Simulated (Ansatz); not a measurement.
Geometry optimisation, RKS B3LYP-D4/def2-SVP in Ansatz.

Input:

```yaml
crystal:
  periodic: [false, false, false]
  atoms:
    - { symbol: C, position_ang: [-0.0226, 0.8742, 1.4281] }
    - { symbol: C, position_ang: [-0.3561, 0.1633, 0.3499] }
    - { symbol: Ge, position_ang: [-1.9378, 0.5482, -0.7332] }
    - { symbol: Si, position_ang: [0.8103, -1.2427, -0.1191] }
    - { symbol: "N", position_ang: [2.3789, -0.6614, -0.5218] }
    - { symbol: H, position_ang: [0.8003, 0.7304, 2.0293] }
    - { symbol: H, position_ang: [-0.6853, 1.7539, 1.6923] }
    - { symbol: H, position_ang: [-3.1355, 0.4584, 0.1576] }
    - { symbol: H, position_ang: [-1.7879, 1.9992, -1.2501] }
    - { symbol: H, position_ang: [-2.0014, -0.4666, -1.8637] }
    - { symbol: H, position_ang: [0.8021, -2.1991, 1.0285] }
    - { symbol: H, position_ang: [0.2002, -1.9329, -1.2739] }
    - { symbol: H, position_ang: [3.02387, -1.25558, 0.04861] }
    - { symbol: H, position_ang: [2.56074, -0.96867, -1.49523] }
basis:
  gaussian: { orbitals: def2-SVP }
hamiltonian:
  xc: b3lyp
  dispersion: d4
relax:
  f_tol: 0.015
  max_steps: 40
```

Command:

```bash
$ ansatz run input.yaml --threads 2 --pin off --max-ram 3072MiB --backend cpu --events-out ev --progress --plain --runs-dir out
```

Task: Where does it end, and by what steps?

Result: The forces met the threshold. The force dipped under the threshold on the way, but the program's further checks kept it going. After 31 steps the energy has fallen by 0.622 eV; H9 moved furthest, 1.52 Å.

| step | energy less start (eV) | largest force component (eV/Å) | accepted |
| --- | --- | --- | --- |
| 0 | 0.0000 | 3.447 | yes |
| 2 | -0.2525 | 1.373 | no |
| 4 | -0.4133 | 0.266 | yes |
| 6 | -0.4585 | 0.115 | yes |
| 8 | -0.4712 | 0.926 | no |
| 10 | -0.5016 | 0.358 | yes |
| 12 | -0.5344 | 0.536 | yes |
| 14 | -0.5589 | 0.208 | yes |
| 16 | -0.5850 | 0.176 | yes |
| 18 | -0.5971 | 0.230 | yes |
| 20 | -0.4799 | 1.304 | no |
| 22 | -0.6183 | 0.048 | yes |
| 24 | -0.6192 | 0.147 | no |
| 26 | -0.6204 | 0.024 | yes |
| 28 | -0.6213 | 0.040 | yes |
| 30 | -0.6217 | 0.010 | yes |
| 31 | -0.6218 | 0.006 | yes |

```xyz
14
Properties=species:S:1:pos:R:3
C 0.315 1.291 0.708
C -0.277 0.252 0.093
Ge -2.132 0.418 -0.515
Si 0.681 -1.341 -0.181
N 2.365 -1.089 0.161
H 1.354 1.226 1.058
H -0.198 2.243 0.897
H -2.999 -0.718 0.072
H -2.690 1.782 -0.052
H -2.214 0.327 -2.055
H 0.219 -2.413 0.751
H 0.380 -1.804 -1.576
H 2.904 -1.837 0.583
H 2.944 -0.538 -0.466
```

Whether the end is a true minimum wasn't checked by a vibrational analysis.

Time of the run: 2.2 min on 2 threads of AMD EPYC 7B13 (Zen 3) (shared host), peak memory 0.39 GiB.
